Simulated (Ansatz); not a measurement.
C₂H₅FN₂Si (`CN1C=N[SiH]1F`), charge 0, multiplicity 1.

(1) Give a relaxed structure at PBE0-D4/def2-TZVP (Ansatz 0.2.0). (An estimate is asked.)

Results:

(1) Computed: 
```xyz
11

C    -1.211    0.862    0.483
N    -0.087   -0.007    0.261
C    -0.136   -1.308   -0.216
N     1.013   -1.756   -0.623
Si    1.545   -0.111   -0.388
F     2.712    0.203    0.636
H    -2.061    0.280    0.849
H    -1.528    1.393   -0.422
H    -0.964    1.602    1.245
H    -1.082   -1.860   -0.234
H     1.800    0.703   -1.591
```
This is one stationary point; other conformers may exist.
